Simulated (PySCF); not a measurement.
Computed shifts of a molecule CH₃ClF₂Si, PBE/pcSseg-1 (PySCF), GIAO, gas phase, equivalent atoms averaged, in ppm (number of nuclei): ¹³C: 0.7 (1). ²⁹Si: -7.2 (1). ¹⁹F: -143.9 (2). ¹H: 0.79 (3). References: ¹³C against TMS (σ = 182.0 ppm); ²⁹Si against TMS (σ = 335.4 ppm); ¹⁹F against CFCl3 (σ = 133.6 ppm); ³⁵Cl against HCl (σ = 936.5 ppm); ¹H against TMS (σ = 31.49 ppm), references at their B3LYP-D3(BJ)/def2-TZVP geometries, non-relativistic (without spin–orbit terms, shifts of atoms bonded to Cl or Br come out too high). The structure is a stationary point at PBE0-D3(BJ)/def2-SVP. One conformer was computed; it need not be the lowest.

Q: Identify the compound among the candidates.
(A) C[Si](F)(F)Cl
(B) FC(F)[SiH2]Cl
(C) FC[Si@@H](F)Cl

A: A, C[Si](F)(F)Cl
